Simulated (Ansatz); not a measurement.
Ge(vinyl)3(nBu) (C10H18Ge). The state is a singlet with charge 0. Geometry PBE0-D4/def2-SVP; atoms count from 1.

Cartesian coordinates in Å:
```
Ge 0.241 -0.856 0.442
C 0.848 -1.336 2.227
C 0.550 -2.499 2.813
H 1.473 -0.617 2.774
H -0.070 -3.252 2.312
H 0.908 -2.755 3.818
C -1.208 -2.049 -0.075
C -1.056 -3.062 -0.934
H -2.199 -1.884 0.370
H -0.088 -3.274 -1.405
H -1.884 -3.726 -1.207
C 1.716 -1.094 -0.806
C 2.830 -1.765 -0.500
H 1.623 -0.665 -1.813
H 2.975 -2.220 0.487
H 3.648 -1.896 -1.219
C -0.390 1.000 0.409
C -0.859 1.460 -0.969
C -1.444 2.872 -1.002
C -0.455 3.971 -0.642
H -1.211 1.083 1.143
H 0.428 1.636 0.786
H -0.018 1.406 -1.683
H -1.618 0.755 -1.352
H -1.846 3.063 -2.011
H -2.311 2.917 -0.319
H -0.915 4.968 -0.728
H -0.087 3.871 0.391
H 0.423 3.952 -1.308
```

(1) Estimate the Mulliken populations from the PBE0/def2-TZVP orbitals of Ansatz.

(2) And the Mayer bond orders between bonded heavy atoms (over 0.3)?

Answers

(1) 
```csv
atom,charge (e)
Ge1,0.51
C2,-0.31
C3,-0.22
H4,0.12
H5,0.14
H6,0.13
C7,-0.31
C8,-0.21
H9,0.12
H10,0.14
H11,0.13
C12,-0.32
C13,-0.22
H14,0.12
H15,0.14
H16,0.12
C17,-0.36
C18,-0.21
C19,-0.14
C20,-0.40
H21,0.12
H22,0.13
H23,0.10
H24,0.12
H25,0.10
H26,0.09
H27,0.13
H28,0.12
H29,0.11
```
Mulliken values and Mayer orders depend strongly on the basis.

(2) Ge1–C2 0.94 (1.95 Å); Ge1–C7 0.93 (1.95 Å); Ge1–C12 0.92 (1.95 Å); Ge1–C17 0.96 (1.96 Å); C2–C3 1.96 (1.34 Å); C7–C8 1.95 (1.34 Å); C12–C13 1.96 (1.34 Å); C17–C18 1.01 (1.53 Å); C18–C19 1.00 (1.53 Å); C19–C20 1.00 (1.52 Å).
